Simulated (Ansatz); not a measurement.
AlCu₂⁺. The state is a triplet with charge 1. Geometry PBE-D4/def2-TZVP, that of the neutral doublet; atoms count from 1.

```xyz
3

Al   -0.4054    0.9189   -1.0572
Cu   -0.8901   -0.8817    0.5831
Cu    1.2956   -0.0372    0.4741
```

At PBE0-D4/def2-TZVP a singlet of charge 1 lies 0.42 eV below the triplet at the same geometry. The structure comes from a short search, and lower isomers may exist.

Estimate the Mulliken populations from the PBE0/def2-TZVP orbitals of Ansatz.


```
atom  charge (e)  spin (α − β)  d electrons
 Al1        0.54          1.01            –
 Cu2        0.23          0.50         9.88
 Cu3        0.23          0.50         9.88
```
Mulliken values and Mayer orders depend strongly on the basis.

Where does the spin sit?

Summed by element: Al 1.01, Cu 0.99, of 2 unpaired in all. Largest on single atoms: Al1 1.01, Cu3 0.50, Cu2 0.50.

And the Mayer bond orders between bonded heavy atoms (over 0.3)?

Al1–Cu2 0.77 (2.48 Å); Al1–Cu3 0.77 (2.48 Å); Cu2–Cu3 0.43 (2.35 Å).
